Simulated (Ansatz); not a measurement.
`[OH][Sn][OH]` + `CC` → `C[CH2][Sn][OH]` + H₂O  (formal exchange of groups at the Sn–O bond)

Computed with Ansatz on PBE0-D4/def2-TZVP structures; ΔE is electronic, products minus reactants. CCSD(T)/CBS is the MP2 limit (def2-TZVPP, def2-QZVPP) plus CCSD(T) − MP2 in def2-TZVPP, frozen cores. This one scheme is used for every species. Functionals use def2-TZVPP. B3LYP here is the variant with VWN-RPA as its local correlation; programs differ in this. Elements past krypton have def2 core potentials. For Sn outer-core shells are correlated without core-valence functions, which leaves a few kJ/mol of doubt a bond. One conformer a species, not always the lowest.

`[OH][Sn][OH]`:

```xyz
5

O    -0.659    0.883   -0.421
Sn   -0.727   -0.926    0.397
O     1.234   -1.024    0.504
H    -1.499    1.295   -0.635
H     1.652   -0.229    0.156
```

`CC`:

Z-matrix (Å, degrees):
```
C
C 1 1.519
H 1 1.093 2 111.4
H 1 1.093 2 111.4 3 120.0
H 1 1.093 2 111.4 3 -120.0
H 2 1.093 1 111.4 3 180.0
H 2 1.093 1 111.4 3 -60.0
H 2 1.093 1 111.4 3 60.0
```

`C[CH2][Sn][OH]`:

Z-matrix (Å, degrees):
```
C
C 1 1.519
H 1 1.095 2 111.8
H 1 1.095 2 112.4 3 119.8
H 1 1.095 2 111.8 3 -120.4
Sn 2 2.211 1 116.9 3 60.1
H 2 1.098 1 111.0 3 -61.7
H 2 1.098 1 111.0 3 -178.1
O 6 1.983 2 96.8 1 0.2
H 9 0.962 6 114.6 2 -0.0
```

H₂O:

```xyz
3

O    -0.372   -0.007    0.114
H     0.024    0.558   -0.553
H     0.348   -0.551    0.439
```

Task: Is it downhill or uphill in electronic energy at CCSD(T)/CBS, and by how much? (An estimate is asked.)

Result: The calculation gave: Uphill: ΔE = +112.7 kJ/mol.

Task: What do these levels give: PBE0, B3LYP, MP2/def2-SVP, CCSD/def2-TZVPP, HF/def2-QZVPP, MP2/def2-QZVPP? (Best estimate.)

Result: The calculation gave: PBE0 115.6, B3LYP 128.3, MP2/def2-SVP 114.3, CCSD/def2-TZVPP 111.2, HF/def2-QZVPP 130.3, MP2/def2-QZVPP 113.9 kJ/mol.

Largest T1 diagnostic among the species: 0.018.

In def2-TZVPP, CCSD(T) changes the Hartree–Fock value by −19.3 kJ/mol (the triples alone add −1.6 kJ/mol) and MP2 by −17.2 kJ/mol. From r2SCAN to r2SCAN0 (25 % exact exchange), in def2-TZVPP and without D4, ΔE moves by −5.1 kJ/mol.
